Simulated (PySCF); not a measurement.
## Cs₂⁺: one state, many levels of theory

State: doublet, unpaired electrons σ ↑. Set-up: PySCF, scalar-relativistic core potentials, basis sets Cs def2-SVP with ECP46. De refers to Cs⁺ + Cs in their ground configurations, without counterpoise correction. The functionals are run spin-unrestricted. Levels whose curve was spin-contaminated or gave no clean fit are not listed.

```tsv
Level	Re (Å)	ωe (cm⁻¹)	De (eV)
UHF	5.820	27.8	0.62
UHF-MP2	5.530	29.3	0.62
UHF-SCS-MP2	5.582	29.1	0.63
UHF-CCSD	5.513	29.5	0.63
UHF-CCSD(T)	5.504	29.5	0.63
PBE	5.488	25.9	0.73
revPBE	5.586	25.4	0.73
r²SCAN	5.437	29.4	0.68
PBE0	5.483	27.8	0.71
```

(1) Which functional lies closest to UHF-CCSD(T) in De, which farthest, and by how much do they differ from it?

(2) What does a quarter of exact exchange do here, going from PBE to PBE0?

(3) What does the step from GGA to meta-GGA do here, going from PBE to r²SCAN?

Correlated steps freeze no core orbitals. Correlated levels converge slowly with the basis: in double zeta they bind strong bonds too weakly, by up to about 1 eV, and carry superposition errors of some tenths. Spin–orbit coupling is left out. The state was picked by a PBE0 search and need not be the measured ground state.

The whole job (state search and all levels along the bond) took about 1.7 min on 1 thread of Oxide Virtual Turin-like (shared host), peak memory 0.63 GiB.

Answers

(1) Closest is r²SCAN (-6.7 pm in Re, -0.3 % in ωe, +0.05 eV in De against UHF-CCSD(T) in the same basis), farthest PBE (-1.6 pm in Re, -12.2 % in ωe, +0.10 eV in De). CCSD(T) converges more slowly with the basis than the functionals do and binds too weakly in this one, so the order can change at the basis-set limit.

(2) PBE0 less PBE: -0.5 pm in Re, +7.3 % in ωe, -0.02 eV in De. Exact exchange removes part of the self-interaction that spreads semilocal densities, and in most molecules shortens and stiffens the bond and lowers De; so it does here.

(3) r²SCAN less PBE: -5.1 pm in Re, +13.5 % in ωe, -0.05 eV in De.
